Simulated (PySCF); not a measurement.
Species: C6H7FN (doublet state).
Z-matrix (Å and degrees, GFN2-xTB geometry), rows numbered from 1:
```
N 
C   1  1.2906
C   2  1.3864  1  126.86
C   3  1.4756  2  148.10  1   174.14
F   4  1.3741  3  119.10  2   -63.20
C   3  1.4236  2  149.18  1    10.32
C   6  1.4995  3  141.28  4   128.81
C   7  1.4961  6   60.13  3   131.75
H   1  1.0198  2  113.63  3    -0.36
H   2  1.0868  1  115.83  3  -179.30
H   4  1.0859  3  122.36  6  -109.51
H   7  1.0803  6  117.23  8  -109.16
H   7  1.0800  6  117.13  8   109.16
H   8  1.0800  6  116.53  7  -109.33
H   8  1.0801  6  117.65  7   109.31
```

The hyperfine couplings belong to this conformer and change with its torsions.

The species is `[H]/N=C\[C]1[C@H](F)C12CC2` [radical].

Level of theory: PySCF, UKS B3LYP, pcH-1 on C F H N, non-relativistic, mean-field spin-orbit, GIAO. The structure is a single GFN2-xTB conformer in the gas phase; no vibrational or solvent corrections. The geometry wasn't refined by DFT: couplings that depend on bond lengths, twists or pyramidal angles can differ widely from those at the functional's own minimum. No stability test was run, so a lower SCF solution isn't excluded.

(1) What is the g tensor, term by term?

(2) At 9.422 GHz, how far is the centre of the isotropic spectrum from where a free electron (g = 2.002319) resonates?

(3) What are the electron Larmor frequencies g μB B/h along the three axes at 330 mT?

(4) What effective moment and Curie constant follow for a powder?

(5) In a frozen sample, at which fields do the three g values resonate at 9.5, 34, 94 and 263 GHz (hyperfine left aside), and which band first spreads them over more than twice a line width of 0.5 mT?

## Answers

(1) 
| Δg (ppm) | 1 | 2 | 3 |
| --- | --- | --- | --- |
| relativistic mass correction | -188 | -188 | -188 |
| gauge correction | 1 | 41 | 35 |
| orbital Zeeman/spin–orbit | 197 | 1011 | 2463 |
| total | 10 | 864 | 2310 |

So g = 2.00233, 2.00318, 2.00463 and g_iso = 2.00338; the tensor is rhombic: the two nearest values differ by 37 % of g3 − g1. Axes: g2 points within 15° of the C3–C6 bond.

(2) B = hν/(g μB) with μB/h = 13.99624 MHz/mT gives 336.20 mT for the free electron and 336.02 mT at g_iso, 0.18 mT lower.

(3) 9.2483, 9.2522, 9.2589 GHz for g1, g2 and g3, a range of 10.6 MHz.

(4) With the mean of g² = 4.0135 and S(S+1) = 0.75: μ_eff = √(⟨g²⟩S(S+1)) = 1.735 μB and χT = 0.12505·⟨g²⟩·S(S+1) = 0.376 cm³ K/mol (cgs; spin-Hamiltonian part alone).

(5) 
```json
{"band": "X", "GHz": "9.5", "B(g3) mT": "338.59", "B(g2) mT": "338.84", "B(g1) mT": "338.98", "spread mT": "0.39"}
{"band": "Q", "GHz": "34.0", "B(g3) mT": "1211.81", "B(g2) mT": "1212.68", "B(g1) mT": "1213.20", "spread mT": "1.39"}
{"band": "W", "GHz": "94.0", "B(g3) mT": "3350.29", "B(g2) mT": "3352.71", "B(g1) mT": "3354.14", "spread mT": "3.85"}
{"band": "J", "GHz": "263.0", "B(g3) mT": "9373.68", "B(g2) mT": "9380.45", "B(g1) mT": "9384.45", "spread mT": "10.77"}
```

The spread grows in proportion to the frequency. Q band is the first where it exceeds 1.0 mT.

Largest spin populations (Mulliken): C3 (+0.65), N1 (+0.47), C2 (-0.20) and C7 (+0.08). The positive populations add up to 1.30 and the negative ones to -0.30, together 2S = 1. The angles at C3 add up to 359.3°, so it is planar.

The HOMO–LUMO gaps are 6.12 eV among the α and 3.93 eV among the β orbitals.
